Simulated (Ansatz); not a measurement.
A run for Ansatz (a quantum-chemistry and plane-wave program): R-r2SCAN/def2-TZVPP on BH4P (SMILES BP), a point of a torsion scan.

Ansatz 0.2 input:
```yaml
crystal:
  periodic: [false, false, false]
  atoms:
    - {symbol: B, position_ang: [-0.83205992, -0.01479492, -0.03701695]}
    - {symbol: P, position_ang: [1.07703292, -0.07630430, -0.09956846]}
    - {symbol: H, position_ang: [-1.41410914, 0.86774770, -0.53266472]}
    - {symbol: H, position_ang: [-1.41522795, -0.92522162, 0.40422895]}
    - {symbol: H, position_ang: [1.27586076, 1.29843262, -0.13265227]}
    - {symbol: H, position_ang: [1.06585039, -0.15787358, -1.48684556]}
basis:
  gaussian:
    orbitals: def2-TZVPP
hamiltonian:
  xc: {name: r2SCAN}
scf: {lower_state_search: off}
```

**Question.** What total energy does the run end on?

**Answer.** -368.5269 hartree.
